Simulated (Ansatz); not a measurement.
**Molecular dynamics of BBrClH3Si**

input.yaml

```yaml
crystal:
  periodic: [false, false, false]
  atoms:
    - { symbol: Cl, position_ang: [0.233889, 2.489843, 0.250586] }
    - { symbol: Si, position_ang: [-0.564758, 0.572152, 0.169886] }
    - { symbol: B, position_ang: [0.85738, -0.787509, -0.259294] }
    - { symbol: Br, position_ang: [0.327178, -2.609458, -0.357477] }
    - { symbol: H, position_ang: [-1.624156, 0.552818, -0.873898] }
    - { symbol: H, position_ang: [-1.185429, 0.270881, 1.487345] }
    - { symbol: H, position_ang: [2.017295, -0.556626, -0.462948] }
basis:
  gaussian: { orbitals: def2-SVP }
hamiltonian:
  xc: cam_b3lyp
md:
  timestep: 0.25
  n_steps: 150
  ensemble: nvt_nose_hoover
  temperature: 50.0
  initial_velocities: maxwell_boltzmann
  seed: 158515
```

Run as:

```bash
$ ansatz run input.yaml --threads 2 --pin off --max-ram 3072MiB --backend cpu --events-out ev --progress --plain --runs-dir out
```

It starts from a relaxed structure.

Output, in part (one step line in 2, the closing report, with atoms numbered from 0):

```
md step     0: t =     0.00 fs  T =    50.0 K  F+E_penalty+E_count = -91161.05555570 eV  E_kin = 0.032315 eV  conserved = -91161.02324070 eV  (24 SCF iters)
md step     2: t =     0.50 fs  T =    49.7 K  F+E_penalty+E_count = -91161.05535091 eV  E_kin = 0.032111 eV  conserved = -91161.02324041 eV  (23 SCF iters)
md step     4: t =     1.00 fs  T =    48.8 K  F+E_penalty+E_count = -91161.05475860 eV  E_kin = 0.031519 eV  conserved = -91161.02323952 eV  (23 SCF iters)
md step     6: t =     1.50 fs  T =    47.3 K  F+E_penalty+E_count = -91161.05383772 eV  E_kin = 0.030600 eV  conserved = -91161.02323816 eV  (23 SCF iters)
md step     8: t =     2.00 fs  T =    45.6 K  F+E_penalty+E_count = -91161.05267611 eV  E_kin = 0.029440 eV  conserved = -91161.02323658 eV  (22 SCF iters)
md step    10: t =     2.50 fs  T =    43.5 K  F+E_penalty+E_count = -91161.05137572 eV  E_kin = 0.028141 eV  conserved = -91161.02323504 eV  (23 SCF iters)
md step    12: t =     3.00 fs  T =    41.5 K  F+E_penalty+E_count = -91161.05003549 eV  E_kin = 0.026803 eV  conserved = -91161.02323377 eV  (23 SCF iters)
md step    14: t =     3.50 fs  T =    39.5 K  F+E_penalty+E_count = -91161.04873544 eV  E_kin = 0.025504 eV  conserved = -91161.02323302 eV  (23 SCF iters)
md step    16: t =     4.00 fs  T =    37.6 K  F+E_penalty+E_count = -91161.04752469 eV  E_kin = 0.024294 eV  conserved = -91161.02323283 eV  (23 SCF iters)
md step    18: t =     4.50 fs  T =    35.9 K  F+E_penalty+E_count = -91161.04641647 eV  E_kin = 0.023187 eV  conserved = -91161.02323318 eV  (23 SCF iters)
md step    20: t =     5.00 fs  T =    34.3 K  F+E_penalty+E_count = -91161.04539062 eV  E_kin = 0.022162 eV  conserved = -91161.02323386 eV  (26 SCF iters)
md step    22: t =     5.50 fs  T =    32.8 K  F+E_penalty+E_count = -91161.04440325 eV  E_kin = 0.021175 eV  conserved = -91161.02323474 eV  (23 SCF iters)
md step    24: t =     6.00 fs  T =    31.2 K  F+E_penalty+E_count = -91161.04340072 eV  E_kin = 0.020174 eV  conserved = -91161.02323551 eV  (23 SCF iters)
md step    26: t =     6.50 fs  T =    29.6 K  F+E_penalty+E_count = -91161.04233573 eV  E_kin = 0.019110 eV  conserved = -91161.02323596 eV  (24 SCF iters)
md step    28: t =     7.00 fs  T =    27.8 K  F+E_penalty+E_count = -91161.04118126 eV  E_kin = 0.017958 eV  conserved = -91161.02323593 eV  (23 SCF iters)
md step    30: t =     7.50 fs  T =    25.9 K  F+E_penalty+E_count = -91161.03993998 eV  E_kin = 0.016720 eV  conserved = -91161.02323539 eV  (23 SCF iters)
md step    32: t =     8.00 fs  T =    23.9 K  F+E_penalty+E_count = -91161.03864707 eV  E_kin = 0.015431 eV  conserved = -91161.02323439 eV  (23 SCF iters)
md step    34: t =     8.50 fs  T =    21.9 K  F+E_penalty+E_count = -91161.03736620 eV  E_kin = 0.014155 eV  conserved = -91161.02323310 eV  (23 SCF iters)
md step    36: t =     9.00 fs  T =    20.1 K  F+E_penalty+E_count = -91161.03617968 eV  E_kin = 0.012973 eV  conserved = -91161.02323172 eV  (22 SCF iters)
md step    38: t =     9.50 fs  T =    18.5 K  F+E_penalty+E_count = -91161.03517493 eV  E_kin = 0.011973 eV  conserved = -91161.02323049 eV  (22 SCF iters)
md step    40: t =    10.00 fs  T =    17.4 K  F+E_penalty+E_count = -91161.03442994 eV  E_kin = 0.011232 eV  conserved = -91161.02322962 eV  (22 SCF iters)
md step    42: t =    10.50 fs  T =    16.7 K  F+E_penalty+E_count = -91161.03400047 eV  E_kin = 0.010806 eV  conserved = -91161.02322923 eV  (22 SCF iters)
md step    44: t =    11.00 fs  T =    16.6 K  F+E_penalty+E_count = -91161.03391119 eV  E_kin = 0.010721 eV  conserved = -91161.02322940 eV  (22 SCF iters)
md step    46: t =    11.50 fs  T =    17.0 K  F+E_penalty+E_count = -91161.03415204 eV  E_kin = 0.010965 eV  conserved = -91161.02323008 eV  (22 SCF iters)
md step    48: t =    12.00 fs  T =    17.8 K  F+E_penalty+E_count = -91161.03468003 eV  E_kin = 0.011497 eV  conserved = -91161.02323118 eV  (22 SCF iters)
md step    50: t =    12.50 fs  T =    18.9 K  F+E_penalty+E_count = -91161.03542616 eV  E_kin = 0.012247 eV  conserved = -91161.02323252 eV  (22 SCF iters)
md step    52: t =    13.00 fs  T =    20.3 K  F+E_penalty+E_count = -91161.03630566 eV  E_kin = 0.013132 eV  conserved = -91161.02323393 eV  (22 SCF iters)
md step    54: t =    13.50 fs  T =    21.8 K  F+E_penalty+E_count = -91161.03723027 eV  E_kin = 0.014062 eV  conserved = -91161.02323520 eV  (23 SCF iters)
md step    56: t =    14.00 fs  T =    23.1 K  F+E_penalty+E_count = -91161.03812037 eV  E_kin = 0.014959 eV  conserved = -91161.02323617 eV  (23 SCF iters)
md step    58: t =    14.50 fs  T =    24.4 K  F+E_penalty+E_count = -91161.03891524 eV  E_kin = 0.015762 eV  conserved = -91161.02323673 eV  (23 SCF iters)
md step    60: t =    15.00 fs  T =    25.4 K  F+E_penalty+E_count = -91161.03958001 eV  E_kin = 0.016437 eV  conserved = -91161.02323685 eV  (23 SCF iters)
md step    62: t =    15.50 fs  T =    26.3 K  F+E_penalty+E_count = -91161.04010822 eV  E_kin = 0.016976 eV  conserved = -91161.02323654 eV  (23 SCF iters)
md step    64: t =    16.00 fs  T =    26.9 K  F+E_penalty+E_count = -91161.04051965 eV  E_kin = 0.017399 eV  conserved = -91161.02323593 eV  (22 SCF iters)
md step    66: t =    16.50 fs  T =    27.5 K  F+E_penalty+E_count = -91161.04085374 eV  E_kin = 0.017746 eV  conserved = -91161.02323515 eV  (22 SCF iters)
md step    68: t =    17.00 fs  T =    28.0 K  F+E_penalty+E_count = -91161.04115962 eV  E_kin = 0.018065 eV  conserved = -91161.02323440 eV  (22 SCF iters)
md step    70: t =    17.50 fs  T =    28.5 K  F+E_penalty+E_count = -91161.04148473 eV  E_kin = 0.018404 eV  conserved = -91161.02323385 eV  (21 SCF iters)
md step    72: t =    18.00 fs  T =    29.1 K  F+E_penalty+E_count = -91161.04186390 eV  E_kin = 0.018797 eV  conserved = -91161.02323362 eV  (22 SCF iters)
md step    74: t =    18.50 fs  T =    29.8 K  F+E_penalty+E_count = -91161.04231128 eV  E_kin = 0.019259 eV  conserved = -91161.02323378 eV  (22 SCF iters)
md step    76: t =    19.00 fs  T =    30.6 K  F+E_penalty+E_count = -91161.04281657 eV  E_kin = 0.019779 eV  conserved = -91161.02323431 eV  (22 SCF iters)
md step    78: t =    19.50 fs  T =    31.4 K  F+E_penalty+E_count = -91161.04334641 eV  E_kin = 0.020324 eV  conserved = -91161.02323511 eV  (22 SCF iters)
md step    80: t =    20.00 fs  T =    32.3 K  F+E_penalty+E_count = -91161.04385048 eV  E_kin = 0.020844 eV  conserved = -91161.02323608 eV  (22 SCF iters)
md step    82: t =    20.50 fs  T =    32.9 K  F+E_penalty+E_count = -91161.04427074 eV  E_kin = 0.021282 eV  conserved = -91161.02323695 eV  (22 SCF iters)
md step    84: t =    21.00 fs  T =    33.4 K  F+E_penalty+E_count = -91161.04455258 eV  E_kin = 0.021581 eV  conserved = -91161.02323760 eV  (23 SCF iters)
md step    86: t =    21.50 fs  T =    33.6 K  F+E_penalty+E_count = -91161.04465454 eV  E_kin = 0.021702 eV  conserved = -91161.02323792 eV  (22 SCF iters)
md step    88: t =    22.00 fs  T =    33.5 K  F+E_penalty+E_count = -91161.04455584 eV  E_kin = 0.021623 eV  conserved = -91161.02323786 eV  (23 SCF iters)
md step    90: t =    22.50 fs  T =    33.0 K  F+E_penalty+E_count = -91161.04425999 eV  E_kin = 0.021347 eV  conserved = -91161.02323743 eV  (23 SCF iters)
md step    92: t =    23.00 fs  T =    32.3 K  F+E_penalty+E_count = -91161.04379461 eV  E_kin = 0.020902 eV  conserved = -91161.02323668 eV  (23 SCF iters)
md step    94: t =    23.50 fs  T =    31.5 K  F+E_penalty+E_count = -91161.04320755 eV  E_kin = 0.020336 eV  conserved = -91161.02323571 eV  (23 SCF iters)
md step    96: t =    24.00 fs  T =    30.5 K  F+E_penalty+E_count = -91161.04256041 eV  E_kin = 0.019709 eV  conserved = -91161.02323466 eV  (22 SCF iters)
md step    98: t =    24.50 fs  T =    29.5 K  F+E_penalty+E_count = -91161.04192044 eV  E_kin = 0.019090 eV  conserved = -91161.02323365 eV  (22 SCF iters)
md step   100: t =    25.00 fs  T =    28.7 K  F+E_penalty+E_count = -91161.04135194 eV  E_kin = 0.018541 eV  conserved = -91161.02323282 eV  (22 SCF iters)
md step   102: t =    25.50 fs  T =    28.0 K  F+E_penalty+E_count = -91161.04090817 eV  E_kin = 0.018117 eV  conserved = -91161.02323226 eV  (22 SCF iters)
md step   104: t =    26.00 fs  T =    27.6 K  F+E_penalty+E_count = -91161.04062473 eV  E_kin = 0.017853 eV  conserved = -91161.02323206 eV  (22 SCF iters)
md step   106: t =    26.50 fs  T =    27.5 K  F+E_penalty+E_count = -91161.04051507 eV  E_kin = 0.017762 eV  conserved = -91161.02323223 eV  (23 SCF iters)
md step   108: t =    27.00 fs  T =    27.6 K  F+E_penalty+E_count = -91161.04056892 eV  E_kin = 0.017835 eV  conserved = -91161.02323274 eV  (23 SCF iters)
md step   110: t =    27.50 fs  T =    27.9 K  F+E_penalty+E_count = -91161.04075395 eV  E_kin = 0.018040 eV  conserved = -91161.02323353 eV  (23 SCF iters)
md step   112: t =    28.00 fs  T =    28.4 K  F+E_penalty+E_count = -91161.04102069 eV  E_kin = 0.018326 eV  conserved = -91161.02323446 eV  (23 SCF iters)
md step   114: t =    28.50 fs  T =    28.8 K  F+E_penalty+E_count = -91161.04131038 eV  E_kin = 0.018637 eV  conserved = -91161.02323540 eV  (27 SCF iters)
md step   116: t =    29.00 fs  T =    29.3 K  F+E_penalty+E_count = -91161.04156470 eV  E_kin = 0.018913 eV  conserved = -91161.02323616 eV  (23 SCF iters)
md step   118: t =    29.50 fs  T =    29.6 K  F+E_penalty+E_count = -91161.04173612 eV  E_kin = 0.019107 eV  conserved = -91161.02323661 eV  (23 SCF iters)
md step   120: t =    30.00 fs  T =    29.7 K  F+E_penalty+E_count = -91161.04179687 eV  E_kin = 0.019192 eV  conserved = -91161.02323665 eV  (23 SCF iters)
md step   122: t =    30.50 fs  T =    29.7 K  F+E_penalty+E_count = -91161.04174496 eV  E_kin = 0.019165 eV  conserved = -91161.02323626 eV  (23 SCF iters)
md step   124: t =    31.00 fs  T =    29.5 K  F+E_penalty+E_count = -91161.04160507 eV  E_kin = 0.019051 eV  conserved = -91161.02323492 eV  (23 SCF iters)
md step   126: t =    31.50 fs  T =    29.2 K  F+E_penalty+E_count = -91161.04142715 eV  E_kin = 0.018899 eV  conserved = -91161.02323392 eV  (22 SCF iters)
md step   128: t =    32.00 fs  T =    29.0 K  F+E_penalty+E_count = -91161.04127424 eV  E_kin = 0.018772 eV  conserved = -91161.02323286 eV  (22 SCF iters)
md step   130: t =    32.50 fs  T =    29.0 K  F+E_penalty+E_count = -91161.04121245 eV  E_kin = 0.018737 eV  conserved = -91161.02323198 eV  (23 SCF iters)
md step   132: t =    33.00 fs  T =    29.2 K  F+E_penalty+E_count = -91161.04129672 eV  E_kin = 0.018847 eV  conserved = -91161.02323147 eV  (23 SCF iters)
md step   134: t =    33.50 fs  T =    29.6 K  F+E_penalty+E_count = -91161.04155863 eV  E_kin = 0.019136 eV  conserved = -91161.02323146 eV  (22 SCF iters)
md step   136: t =    34.00 fs  T =    30.3 K  F+E_penalty+E_count = -91161.04199825 eV  E_kin = 0.019603 eV  conserved = -91161.02323200 eV  (23 SCF iters)
md step   138: t =    34.50 fs  T =    31.3 K  F+E_penalty+E_count = -91161.04258210 eV  E_kin = 0.020214 eV  conserved = -91161.02323299 eV  (25 SCF iters)
md step   140: t =    35.00 fs  T =    32.4 K  F+E_penalty+E_count = -91161.04324776 eV  E_kin = 0.020909 eV  conserved = -91161.02323430 eV  (23 SCF iters)
md step   142: t =    35.50 fs  T =    33.4 K  F+E_penalty+E_count = -91161.04391428 eV  E_kin = 0.021606 eV  conserved = -91161.02323566 eV  (23 SCF iters)
md step   144: t =    36.00 fs  T =    34.4 K  F+E_penalty+E_count = -91161.04449677 eV  E_kin = 0.022220 eV  conserved = -91161.02323684 eV  (23 SCF iters)
md step   146: t =    36.50 fs  T =    35.1 K  F+E_penalty+E_count = -91161.04492163 eV  E_kin = 0.022679 eV  conserved = -91161.02323763 eV  (23 SCF iters)
md step   148: t =    37.00 fs  T =    35.5 K  F+E_penalty+E_count = -91161.04514002 eV  E_kin = 0.022932 eV  conserved = -91161.02323789 eV  (23 SCF iters)
md step   150: t =    37.50 fs  T =    35.5 K  F+E_penalty+E_count = -91161.04513645 eV  E_kin = 0.022965 eV  conserved = -91161.02323758 eV  (26 SCF iters)
Total energy: -91161.04526059 eV, -3350.1066221508 hartree
Atom 0 at     0.238988     2.488123     0.221553 Å, force    -0.142302    -0.286796     0.060918 eV/Å
Atom 1 at    -0.569211     0.551741     0.201908 Å, force    -0.146462     0.521737    -0.046340 eV/Å
Atom 2 at     0.864643    -0.778071    -0.179585 Å, force     0.102664    -0.451181    -0.051660 eV/Å
Atom 3 at     0.325604    -2.602390    -0.369231 Å, force     0.064782     0.186447     0.019059 eV/Å
Atom 4 at    -1.616521     0.520940    -0.858026 Å, force     0.048414    -0.032324     0.038156 eV/Å
Atom 5 at    -1.222013     0.273538     1.512058 Å, force     0.068492     0.038581    -0.017636 eV/Å
Atom 6 at     2.037834    -0.559732    -0.297743 Å, force     0.004412     0.023536    -0.002497 eV/Å
Dipole moment:    -0.030302    -0.261705    -0.004821 e Å
```

All steps were run. The conserved energy stayed within 0.0018 meV per atom of its start (net change 0.00043 meV per atom), so the integration is sound. The mean temperature of the second half is 38 % below the set value. A run of 0.037 ps of so small a system gives no equilibrium averages.

The same pairs are bonded in the first frame and the last. Pairs count as bonded within 1.25 times the sum of covalent radii (0.12 Å more for H–H).

Last frame:

```xyz
7
Properties=species:S:1:pos:R:3
Cl 0.239 2.488 0.222
Si -0.569 0.552 0.202
B 0.865 -0.778 -0.180
Br 0.326 -2.602 -0.369
H -1.617 0.521 -0.858
H -1.222 0.274 1.512
H 2.038 -0.560 -0.298
```

Run time: 11 min on 2 threads of Arm Neoverse N1 (shared host), peak memory 0.26 GiB.
